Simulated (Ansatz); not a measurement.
Ansatz (a program for electronic structure) input (B3LYP-D3(BJ)/def2-TZVP):

Ansatz 0.2 input:
```yaml
crystal:
  periodic: [false, false, false]
  atoms:
    - {symbol: Al, position_ang: [-0.01483279, -0.00583574, 0.00263079]}
    - {symbol: O, position_ang: [1.31815215, 0.20640646, -1.15290928]}
    - {symbol: H, position_ang: [2.04205576, 0.31525844, -1.78611396]}
    - {symbol: O, position_ang: [-1.34731172, -0.21665076, 1.15912606]}
    - {symbol: H, position_ang: [-2.07208168, -0.32383947, 1.79198708]}
basis:
  gaussian:
    orbitals: def2-TZVP
hamiltonian:
  xc: b3lyp
  dispersion: d3bj
total_charge: -1
relax: {f_tol: 0.002, max_steps: 150}
```

Output:

```
Functional definition: B3LYP
integrals: 0.03 GiB planned
649 factors; their error is unknown
mean field: 0.29 GiB planned
mean field evaluation 1: about -10725.6330 eV, gradient 3.4e1 eV
mean field evaluation 2: about -10717.9062 eV, gradient 7.5e1 eV
mean field evaluation 4: about -10727.6861 eV, gradient 1.1e0 eV
mean field evaluation 8: about -10727.7091 eV, gradient 1.7e-1 eV
mean field -10727.70909880 eV, -394.2360378787 hartree, gradient 5.5e-5 eV, S^2 0.000000; 0 other end points of the search recorded, 0 dependent functions left out
the calculation of the forces begins
reference -10727.70930463 eV, -394.2360454426 hartree; 16, 16 occupied and 95, 95 virtual orbitals, 649 factors
relax step   1: F+E_penalty+E_count = -10727.81095346 eV  Δ(F+E_penalty+E_count) = +0.000e0 eV  max|allowed force component| = 6.568e-2 eV/Å  Δτ_max = 0.0000 Å  (24 SCF iters, accepted)
these checks for a lower state are left out or cut short: starts, cluster_reference, orbital_swaps, neighbouring_geometries, increment
integrals: 0.03 GiB planned
649 factors; their error is unknown
mean field: 0.29 GiB planned
mean field evaluation 16: about -10727.6899 eV, gradient 2.2e-1 eV
mean field -10727.70950011 eV, -394.2360526262 hartree, gradient 2.1e-5 eV, S^2 0.000000; 0 other end points of the search recorded, 0 dependent functions left out
the calculation of the forces begins
reference -10727.70970599 eV, -394.2360601924 hartree; 16, 16 occupied and 95, 95 virtual orbitals, 649 factors
relax step   2: F+E_penalty+E_count = -10727.81130596 eV  Δ(F+E_penalty+E_count) = -3.525e-4 eV  max|allowed force component| = 5.244e-2 eV/Å  Δτ_max = 0.0023 Å  (22 SCF iters, accepted)
these checks for a lower state are left out or cut short: starts, cluster_reference, orbital_swaps, neighbouring_geometries, increment
integrals: 0.03 GiB planned
649 factors; their error is unknown
mean field: 0.28 GiB planned
mean field -10727.71013361 eV, -394.2360759071 hartree, gradient 4.0e-6 eV, S^2 0.000000; 0 other end points of the search recorded, 0 dependent functions left out
the calculation of the forces begins
reference -10727.71033976 eV, -394.2360834829 hartree; 16, 16 occupied and 95, 95 virtual orbitals, 649 factors
relax step   3: F+E_penalty+E_count = -10727.81179546 eV  Δ(F+E_penalty+E_count) = -4.895e-4 eV  max|allowed force component| = 1.192e-2 eV/Å  Δτ_max = 0.0068 Å  (31 SCF iters, accepted)
these checks for a lower state are left out or cut short: starts, cluster_reference, orbital_swaps, neighbouring_geometries, increment
integrals: 0.03 GiB planned
649 factors; their error is unknown
mean field: 0.28 GiB planned
mean field evaluation 32: about -10727.7102 eV, gradient 2.2e-5 eV
mean field -10727.71024046 eV, -394.2360798337 hartree, gradient 4.1e-6 eV, S^2 0.000000; 0 other end points of the search recorded, 0 dependent functions left out
the calculation of the forces begins
reference -10727.71044667 eV, -394.2360874120 hartree; 16, 16 occupied and 95, 95 virtual orbitals, 649 factors
relax step   4: F+E_penalty+E_count = -10727.81189902 eV  Δ(F+E_penalty+E_count) = -1.036e-4 eV  max|allowed force component| = 2.385e-2 eV/Å  Δτ_max = 0.0047 Å  (30 SCF iters, accepted)
these checks for a lower state are left out or cut short: starts, cluster_reference, orbital_swaps, neighbouring_geometries, increment
integrals: 0.03 GiB planned
649 factors; their error is unknown
mean field: 0.28 GiB planned
mean field -10727.71069325 eV, -394.2360964736 hartree, gradient 3.8e-6 eV, S^2 0.000000; 0 other end points of the search recorded, 0 dependent functions left out
the calculation of the forces begins
reference -10727.71089973 eV, -394.2361040616 hartree; 16, 16 occupied and 95, 95 virtual orbitals, 649 factors
relax step   5: F+E_penalty+E_count = -10727.81235027 eV  Δ(F+E_penalty+E_count) = -4.513e-4 eV  max|allowed force component| = 4.972e-2 eV/Å  Δτ_max = 0.0100 Å  (30 SCF iters, accepted)
these checks for a lower state are left out or cut short: starts, cluster_reference, orbital_swaps, neighbouring_geometries, increment
integrals: 0.03 GiB planned
649 factors; their error is unknown
mean field: 0.28 GiB planned
[...]
relax step  14: F+E_penalty+E_count = -10728.85474095 eV  Δ(F+E_penalty+E_count) = -2.004e-2 eV  max|allowed force component| = 3.257e-1 eV/Å  Δτ_max = 0.0397 Å  (30 SCF iters, accepted)
these checks for a lower state are left out or cut short: starts, cluster_reference, orbital_swaps, neighbouring_geometries, increment
integrals: 0.03 GiB planned
649 factors; their error is unknown
mean field: 0.29 GiB planned
mean field -10728.83676049 eV, -394.2774786814 hartree, gradient 6.8e-6 eV, S^2 0.000000; 0 other end points of the search recorded, 0 dependent functions left out
the calculation of the forces begins
reference -10728.83698447 eV, -394.2774869124 hartree; 16, 16 occupied and 95, 95 virtual orbitals, 649 factors
relax step  15: F+E_penalty+E_count = -10728.94504059 eV  Δ(F+E_penalty+E_count) = -9.030e-2 eV  max|allowed force component| = 8.965e-1 eV/Å  Δτ_max = 0.1000 Å  (35 SCF iters, accepted)
these checks for a lower state are left out or cut short: starts, cluster_reference, orbital_swaps, neighbouring_geometries, increment
integrals: 0.03 GiB planned
649 factors; their error is unknown
mean field: 0.29 GiB planned
mean field -10728.91331291 eV, -394.2802919308 hartree, gradient 8.0e-6 eV, S^2 0.000000; 0 other end points of the search recorded, 0 dependent functions left out
the calculation of the forces begins
reference -10728.91353547 eV, -394.2803001096 hartree; 16, 16 occupied and 95, 95 virtual orbitals, 649 factors
relax step  16: F+E_penalty+E_count = -10729.02097007 eV  Δ(F+E_penalty+E_count) = -7.593e-2 eV  max|allowed force component| = 7.346e-1 eV/Å  Δτ_max = 0.1322 Å  (35 SCF iters, accepted)
these checks for a lower state are left out or cut short: starts, cluster_reference, orbital_swaps, neighbouring_geometries, increment
integrals: 0.03 GiB planned
649 factors; their error is unknown
mean field: 0.29 GiB planned
mean field evaluation 128: about -10728.9135 eV, gradient 3.3e-1 eV
mean field -10728.93208954 eV, -394.2809819591 hartree, gradient 8.4e-6 eV, S^2 0.000000; 0 other end points of the search recorded, 0 dependent functions left out
the calculation of the forces begins
reference -10728.93231282 eV, -394.2809901648 hartree; 16, 16 occupied and 95, 95 virtual orbitals, 649 factors
relax step  17: F+E_penalty+E_count = -10729.04104649 eV  Δ(F+E_penalty+E_count) = -2.008e-2 eV  max|allowed force component| = 2.295e0 eV/Å  Δτ_max = 0.1986 Å  (36 SCF iters, accepted)
these checks for a lower state are left out or cut short: starts, cluster_reference, orbital_swaps, neighbouring_geometries, increment
integrals: 0.03 GiB planned
649 factors; their error is unknown
mean field: 0.30 GiB planned
mean field -10729.09954889 eV, -394.2871359768 hartree, gradient 2.0e-5 eV, S^2 0.000000; 0 other end points of the search recorded, 0 dependent functions left out
the calculation of the forces begins
reference -10729.09977199 eV, -394.2871441754 hartree; 16, 16 occupied and 95, 95 virtual orbitals, 649 factors
relax step  18: F+E_penalty+E_count = -10729.21108614 eV  Δ(F+E_penalty+E_count) = -1.700e-1 eV  max|allowed force component| = 9.467e-1 eV/Å  Δτ_max = 0.1425 Å  (29 SCF iters, accepted)
these checks for a lower state are left out or cut short: starts, cluster_reference, orbital_swaps, neighbouring_geometries, increment
integrals: 0.03 GiB planned
649 factors; their error is unknown
mean field: 0.30 GiB planned
mean field -10729.12487409 eV, -394.2880666607 hartree, gradient 8.0e-6 eV, S^2 0.000000; 0 other end points of the search recorded, 0 dependent functions left out
the calculation of the forces begins
reference -10729.12509651 eV, -394.2880748345 hartree; 16, 16 occupied and 95, 95 virtual orbitals, 649 factors
relax step  19: F+E_penalty+E_count = -10729.23669065 eV  Δ(F+E_penalty+E_count) = -2.560e-2 eV  max|allowed force component| = 7.418e-1 eV/Å  Δτ_max = 0.0329 Å  (31 SCF iters, accepted)
these checks for a lower state are left out or cut short: starts, cluster_reference, orbital_swaps, neighbouring_geometries, increment
integrals: 0.03 GiB planned
649 factors; their error is unknown
mean field: 0.30 GiB planned
mean field -10729.20714880 eV, -394.2910902006 hartree, gradient 9.8e-6 eV, S^2 0.000000; 0 other end points of the search recorded, 0 dependent functions left out
the calculation of the forces begins
reference -10729.20737056 eV, -394.2910983500 hartree; 16, 16 occupied and 95, 95 virtual orbitals, 649 factors
relax step  20: F+E_penalty+E_count = -10729.32106774 eV  Δ(F+E_penalty+E_count) = -8.438e-2 eV  max|allowed force component| = 1.023e0 eV/Å  Δτ_max = 0.1931 Å  (37 SCF iters, accepted)
these checks for a lower state are left out or cut short: starts, cluster_reference, orbital_swaps, neighbouring_geometries, increment
integrals: 0.03 GiB planned
649 factors; their error is unknown
mean field: 0.30 GiB planned
mean field evaluation 160: about -10729.2677 eV, gradient 4.0e-4 eV
mean field -10729.26766295 eV, -394.2933140545 hartree, gradient 1.3e-5 eV, S^2 0.000000; 0 other end points of the search recorded, 0 dependent functions left out
the calculation of the forces begins
reference -10729.26788006 eV, -394.2933220331 hartree; 16, 16 occupied and 95, 95 virtual orbitals, 649 factors
relax step  21: F+E_penalty+E_count = -10729.38433551 eV  Δ(F+E_penalty+E_count) = -6.327e-2 eV  max|allowed force component| = 7.750e-1 eV/Å  Δτ_max = 0.1950 Å  (29 SCF iters, accepted)
these checks for a lower state are left out or cut short: starts, cluster_reference, orbital_swaps, neighbouring_geometries, increment
integrals: 0.03 GiB planned
649 factors; their error is unknown
mean field: 0.30 GiB planned
mean field -10729.28649518 eV, -394.2940061264 hartree, gradient 1.7e-5 eV, S^2 0.000000; 0 other end points of the search recorded, 0 dependent functions left out
the calculation of the forces begins
reference -10729.28670723 eV, -394.2940139188 hartree; 16, 16 occupied and 95, 95 virtual orbitals, 649 factors
relax step  22: F+E_penalty+E_count = -10729.40510554 eV  Δ(F+E_penalty+E_count) = -2.077e-2 eV  max|allowed force component| = 3.278e-1 eV/Å  Δτ_max = 0.1394 Å  (30 SCF iters, accepted)
these checks for a lower state are left out or cut short: starts, cluster_reference, orbital_swaps, neighbouring_geometries, increment
integrals: 0.03 GiB planned
649 factors; their error is unknown
mean field: 0.30 GiB planned
mean field -10729.29066642 eV, -394.2941594167 hartree, gradient 1.0e-5 eV, S^2 0.000000; 0 other end points of the search recorded, 0 dependent functions left out
the calculation of the forces begins
reference -10729.29087817 eV, -394.2941671983 hartree; 16, 16 occupied and 95, 95 virtual orbitals, 649 factors
relax step  23: F+E_penalty+E_count = -10729.40921858 eV  Δ(F+E_penalty+E_count) = -4.113e-3 eV  max|allowed force component| = 8.329e-2 eV/Å  Δτ_max = 0.0142 Å  (31 SCF iters, accepted)
these checks for a lower state are left out or cut short: starts, cluster_reference, orbital_swaps, neighbouring_geometries, increment
integrals: 0.03 GiB planned
649 factors; their error is unknown
mean field: 0.30 GiB planned
mean field -10729.29092774 eV, -394.2941690199 hartree, gradient 1.0e-5 eV, S^2 0.000000; 0 other end points of the search recorded, 0 dependent functions left out
the calculation of the forces begins
reference -10729.29113900 eV, -394.2941767836 hartree; 16, 16 occupied and 95, 95 virtual orbitals, 649 factors
relax step  24: F+E_penalty+E_count = -10729.40957340 eV  Δ(F+E_penalty+E_count) = -3.548e-4 eV  max|allowed force component| = 3.196e-2 eV/Å  Δτ_max = 0.0070 Å  (32 SCF iters, accepted)
these checks for a lower state are left out or cut short: starts, cluster_reference, orbital_swaps, neighbouring_geometries, increment
integrals: 0.03 GiB planned
649 factors; their error is unknown
mean field: 0.30 GiB planned
mean field -10729.29102870 eV, -394.2941727301 hartree, gradient 1.0e-5 eV, S^2 0.000000; 0 other end points of the search recorded, 0 dependent functions left out
the calculation of the forces begins
reference -10729.29124011 eV, -394.2941804992 hartree; 16, 16 occupied and 95, 95 virtual orbitals, 649 factors
relax step  25: F+E_penalty+E_count = -10729.40964837 eV  Δ(F+E_penalty+E_count) = -7.498e-5 eV  max|allowed force component| = 2.506e-3 eV/Å  Δτ_max = 0.0043 Å  (31 SCF iters, accepted)
these checks for a lower state are left out or cut short: starts, cluster_reference, orbital_swaps, neighbouring_geometries, increment
integrals: 0.03 GiB planned
649 factors; their error is unknown
mean field: 0.30 GiB planned
mean field evaluation 192: about -10729.2789 eV, gradient 2.3e-1 eV
mean field -10729.29103594 eV, -394.2941729962 hartree, gradient 1.0e-5 eV, S^2 0.000000; 0 other end points of the search recorded, 0 dependent functions left out
the calculation of the forces begins
reference -10729.29124737 eV, -394.2941807660 hartree; 16, 16 occupied and 95, 95 virtual orbitals, 649 factors
relax step  26: F+E_penalty+E_count = -10729.40964894 eV  Δ(F+E_penalty+E_count) = -5.708e-7 eV  max|allowed force component| = 2.346e-4 eV/Å  Δτ_max = 0.0006 Å  (31 SCF iters, accepted)
integrals: 0.03 GiB planned
649 factors; their error is unknown
mean field: 0.30 GiB planned
mean field -10729.29103594 eV, -394.2941729962 hartree, gradient 1.0e-5 eV, S^2 0.000000; 1 other end points of the search recorded, 0 dependent functions left out
the calculation of the forces begins
reference -10729.29124737 eV, -394.2941807660 hartree; 16, 16 occupied and 95, 95 virtual orbitals, 649 factors
Total energy: -10729.40986037 eV, -394.2985397134 hartree
Atom 0 at    -0.086956    -1.243099    -0.313415 Å, force     0.000148    -0.000207    -0.000210 eV/Å
Atom 1 at     1.033212     0.021346    -0.949556 Å, force     0.000024     0.000033     0.000017 eV/Å
Atom 2 at     0.926204     0.906150    -0.577396 Å, force     0.000009     0.000006    -0.000033 eV/Å
Atom 3 at    -1.079810    -0.323219     0.880845 Å, force    -0.000158     0.000235     0.000212 eV/Å
Atom 4 at    -0.866668     0.614161     0.974241 Å, force    -0.000023    -0.000066     0.000015 eV/Å
Dipole moment:     0.052338     0.898563     0.229593 e Å
```
